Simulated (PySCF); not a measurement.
# ZrO₂: PBE0 against B3LYP

Base calculation in PySCF with density fitting and no spin–orbit coupling, PBE0/def2-TZVP (scalar-relativistic core potentials): singlet, C2v, Zr–O 1.762 Å (×2); O–Zr–O 108.0°; wavenumbers 312, 890, 962 cm⁻¹; dipole moment 7.92 D, gap between the highest occupied and lowest empty levels 3.86 eV, polar-tensor charge of Zr 1.93 e, atomisation energy (no zero-point energy) 1364 kJ/mol.

What changes on going to B3LYP/def2-TZVP (scalar-relativistic core potentials)?

The point group stays the same. Changes: mean bond to Zr +0.014 Å, smallest bond angle +0.3 degrees, highest wavenumber -26 cm⁻¹, lowest wavenumber -6 cm⁻¹, dipole moment -0.03 D, gap between the highest occupied and lowest empty levels -0.64 eV, polar-tensor charge of Zr -0.07 e, atomisation energy (no zero-point energy) -6 kJ/mol. The new structure has Zr–O 1.776 Å (×2); O–Zr–O 108.3°, with wavenumbers 306, 866, 936 cm⁻¹.

Only the bonding shown was studied: isomers, or loss of a ligand pair, can lie lower.
